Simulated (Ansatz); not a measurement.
Ansatz (an electronic-structure program) input (RI-MP2/def2-TZVPPD):
A basis named .json is the Basis Set Exchange file of that set.

Ansatz 0.2 input:
```yaml
crystal:
  periodic: [false, false, false]
  atoms:
    - {symbol: In, position_ang: [-0.00000000, -0.00000000, -0.60420182]}
    - {symbol: Cl, position_ang: [0.00000000, 0.00000000, 1.74152289]}
basis:
  gaussian:
    orbitals: def2-TZVPPD.json
    fitting: {mean_field: def2-universal-jkfit, correlation: def2-TZVPPD-RIFIT.json}
total_charge: 1
magnetization: {spin_polarized: true, initial_magnetization: 1}
correlation: {method: mp2, electrons: outside_noble_gas}
```

End of the output:

```
integrals: 0.04 GiB planned
346 factors; integrals over basis functions are off by at most 1.4e0 eV
339 factors; integrals over basis functions are off by at most 7.9e-1 eV
mean field: 0.21 GiB planned
mean field evaluation 1: about -17642.2983 eV, gradient 2.6e1 eV
mean field evaluation 2: about -17645.1797 eV, gradient 1.8e1 eV
mean field evaluation 4: about -17646.6002 eV, gradient 1.0e0 eV
mean field evaluation 8: about -17646.6259 eV, gradient 2.8e-6 eV
mean field evaluation 16: about -17645.6757 eV, gradient 2.2e0 eV
mean field evaluation 32: about -17646.6007 eV, gradient 1.0e0 eV
mean field -17646.62587255 eV, -648.5015395035 hartree, gradient 2.8e-6 eV, S^2 0.781527; 5 other end points of the search recorded, 0 dependent functions left out
14 core orbitals not correlated
reference -17646.62587255 eV, -648.5015395035 hartree; 5, 4 occupied and 88, 89 virtual orbitals, 339 factors
second order -5.73791248 eV of doubles, -0.00000000 eV of singles
Total energy: -17652.36378503 eV, -648.7124038978 hartree
```
